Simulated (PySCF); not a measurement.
# Vertical excitation energies

C₅H₉O₂P.
SMILES: `C#CC[P@](=O)(O)CC`

The calculation used PySCF 2.14.0, density-fitted response routines, TDDFT B3LYP/def2-SVPD, vertical, gas phase, core orbitals frozen in the response. The structure is a single GFN2-xTB conformer in the gas phase; no vibrational or solvent corrections. Torsions of this conformer, `[CH:1]#[C:2][CH2:3][P@:4](=[O:5])([OH:6])[CH2:7][CH3:8]`: C2–C3–P4–O5 -78°, C3–P4–C7–C8 53°, H–O6–P4–C3 130°.

```csv
state,E (eV),λ (nm),f,|μ| (D),"main configurations (H = HOMO, L = LUMO)"
S1,6.49,190.9,0.012,0.71,"H→L (42%), H→L+2 (28%)"
S2,6.59,188.2,0.021,0.92,"H→L (23%), H→L+2 (21%), H→L+1 (17%)"
S3,6.68,185.6,0.0015,0.24,"H-1→L+1 (27%), H→L+1 (20%), H-1→L (14%)"
S4,6.75,183.8,0.0072,0.53,"H→L+1 (26%), H→L (23%), H→L+2 (21%)"
S5,7.13,173.9,0.0036,0.36,"H→L+3 (36%), H-2→L (20%), H→L+1 (14%)"
S6,7.24,171.2,0.031,1.06,"H-1→L (61%), H-1→L+1 (20%), H-2→L (9%)"
S7,7.32,169.3,0.024,0.92,"H-2→L (56%), H→L+3 (22%)"
S8,7.38,167.9,0.023,0.90,"H→L+3 (30%), H-2→L+1 (18%), H-3→L+1 (14%)"
```

Triplets (Tamm–Dancoff): T1 5.42 eV, H→L+1 (30%), H-1→L+2 (23%), H-3→L+1 (11%); T2 5.91 eV, H→L+2 (30%), H-1→L+1 (28%), H-3→L+2 (10%); T3 5.91 eV, H-1→L+2 (53%), H→L+1 (14%).

The lowest singlet lies at 6.49 eV (191 nm, vacuum ultraviolet) and is weak; its leading configuration is HOMO→LUMO (42%). The most intense listed level is S6 at 7.24 eV (171 nm, f = 0.031), 0.75 eV above S1. Löwdin shares by element: HOMO carbon 42% or more, oxygen 31% or more (atoms not listed hold the other 27%); LUMO oxygen 22% or more, carbon 16% or more, hydrogen 12% or more (atoms not listed hold the other 51%). The listed states span 0.89 eV, and the widest gap between neighbours is 0.38 eV (S4 to S5). Weighted by f, the mean energy of these states is 7.06 eV. Orbital energies (eV): HOMO-3 -8.38, HOMO-2 -8.13, HOMO-1 -7.99, HOMO -7.44, LUMO -0.02, LUMO+1 0.29, LUMO+2 0.52. No computed singlet lies in the visible range (380 to 750 nm); the lowest, at 191 nm, stands 3.23 eV above its violet end (3.26 eV). The window holds the lowest 8 singlets.

Hardware: an Arm Neoverse V2 with one thread, shared host with 96 logical CPUs at a one-minute load of 24. Cost: 48 s wall (with the writing of density and orbital grids), 0.97 GiB resident at most.
